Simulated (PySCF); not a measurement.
# Nonlinear optical response: `C=C=C=C(C=C)C(N)=O`, C7H7NO

Cartesian coordinates in Å; atom numbers follow the order of the lines, from 1:
```xyz
16

C     1.760   -2.046    1.687
C     1.031   -1.204    0.992
C     0.332   -0.403    0.327
C    -0.399    0.452   -0.381
C    -1.713    0.144   -0.907
C    -2.347   -1.014   -0.740
C     0.123    1.823   -0.684
N     1.348    2.090   -0.172
O    -0.499    2.634   -1.338
H     2.737   -1.777    2.056
H     1.406   -3.038    1.913
H    -2.159    0.954   -1.468
H    -3.324   -1.188   -1.157
H    -1.906   -1.823   -0.180
H     1.756    2.995   -0.337
H     1.846    1.412    0.377
```

Computed, not measured: quadratic response LC-wPBE/def2-SVPD first hyperpolarisability, Taylor convention, gas phase in PySCF 2.14.0. Geometry: GFN2-xTB.

Question: Give β for the processes computed.

Answer: In 10⁻³⁰ esu, Taylor convention; the vector part is βᵢ = ⅓ Σⱼ (βᵢⱼⱼ + βⱼᵢⱼ + βⱼⱼᵢ); β∥ is 3/5 of the vector part along the dipole, the dipole points from − to +:
| process | λ (nm) | β vector norm | β∥ | β HRS | depolarisation ratio |
| --- | --- | --- | --- | --- | --- |
| static β(0;0,0) | ∞ | 3.15 | -1.64 | 1.46 | 3.67 |
| second harmonic β(−2ω;ω,ω) | 1064 | 5.18 | -2.65 | 2.36 | 4.01 |
| Pockels β(−ω;ω,0) | 1064 | 3.66 | -1.89 | – | – |

Question: Which lowest excitations, dipole and polarisabilities go with it?

Answer: S1 3.77 eV (f = 0.000); S2 4.20 eV (f = 0.444); S3 5.05 eV (f = 0.000); dipole 4.25 D; isotropic α 108.7 au static, 111.3 au at 1064 nm, 121.4 au at 532 nm.
